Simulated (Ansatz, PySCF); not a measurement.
Spin states of MoO2 (SMILES [O]=[Mo]=[O]), each relaxed with B3LYP-D3(BJ)/def2-TZVP.
State 1 (charge 0, multiplicity 3):
```xyz
3

Mo     0.353    -0.294     0.358
O      0.898     0.342    -1.118
O     -1.284    -0.001     0.690
```
State 2 (charge 0, multiplicity 1):
```xyz
3

Mo     0.39598    -0.33025     0.40211
O      0.79908     0.34839    -1.07600
O     -1.22822     0.02932     0.60347
```

Singlets are restricted, other states unrestricted; no spin–orbit coupling, no relativity up to Kr; see below for the cores. The largest T1 diagnostic is 0.112.

Correlated levels freeze the inner cores; with def2 sets outer-core shells near the valence are correlated too. CBS: X⁻³ extrapolation of the correlation energy, Hartree–Fock from the larger set.

The values were computed with Ansatz (a quantum-chemistry and plane-wave program) with Gaussian orbitals; PySCF for the dispersion terms.  In def2 rows elements past Kr take small-core potentials, without spin–orbit coupling.

PBE/def2-TZVPP gives 11.49 kcal/mol for the energy of the multiplicity-1 state less that of the multiplicity-3 state.

### Question
How do the other levels lie against it? Give each less PBE: PBE-D3(BJ)/def2-TZVPP, r2SCAN/def2-TZVPP, PBE0/def2-TZVPP, wB97M-V/def2-TZVPP, B2PLYP/def2-TZVPP, CCSD(T)/CBS(def2-SVP, def2-TZVPP).

### Answer
PBE-D3(BJ)/def2-TZVPP -0.01; r2SCAN/def2-TZVPP 6.77; PBE0/def2-TZVPP 5.24; wB97M-V/def2-TZVPP 2.01; B2PLYP/def2-TZVPP -1.89; CCSD(T)/CBS(def2-SVP, def2-TZVPP) -3.93 kcal/mol. 3 of 6 lie above PBE; the widest gap is to r2SCAN/def2-TZVPP.

Doubts at one or more of the structures used: a restricted determinant that unrestricted orbitals would lower (B2PLYP/def2-TZVPP, CCSD(T)/CBS(def2-SVP, def2-TZVPP)); a spin-contaminated determinant (CCSD(T)/CBS(def2-SVP, def2-TZVPP)); T1 above 0.05 (CCSD(T)/CBS(def2-SVP, def2-TZVPP)).
